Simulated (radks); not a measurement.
Results of a calculation; reference values are marked as such.
Excited configurations of the xenon ion Xe+: one electron is placed in a higher orbital outside [Kr] 4d10 5s2 5p4. The ground configuration is [Kr] 4d10 5s2 5p5. Code: a radial shooting solver on a logarithmic mesh with Libxc functionals. Model: non-relativistic Kohn-Sham, PBE, spin-polarised, spherical densities, point nucleus; open shells are filled with parallel spins first (spin-orbit coupling, left out, can overturn this in heavy ions); relativity is left out, which matters for an element this heavy. Excitation = E - E(ground); binding = E(ion) - E, where the ion is the core of charge +2; n* = 2/sqrt(2 binding) in atomic units, and the quantum defect is n - n*.

| outer orbital | excitation (eV) | binding (eV) | n* | quantum defect | eigenvalue (eV) | <r> (bohr) |
|---|---|---|---|---|---|---|
| 5d | 11.781 | 9.290 | 2.420 | 2.580 | -6.180 | 3.417 |
| 5f | 17.821 | 3.249 | 4.093 | 0.907 | -2.323 | 9.939 |
| 6s | 11.789 | 9.281 | 2.421 | 3.579 | -7.208 | 4.700 |
| 6f | 18.817 | 2.254 | 4.914 | 1.086 | -1.741 | 16.10 |
| 7d | 18.232 | 2.839 | 4.379 | 2.621 | -2.249 | 13.90 |
| 7f | 19.431 | 1.639 | 5.763 | 1.237 | -1.298 | 23.64 |

The Delta-SCF ionisation energy is 21.070 eV (NIST Atomic Spectra Database: 20.975 eV, semi-empirical). Self-interaction in the functional shifts the binding energies and quantum defects, so they are the method's values and not measured ones. Relativity is left out here, which matters for elements this heavy. Open shells are spherical and high-spin; term and fine-structure splittings are not resolved.
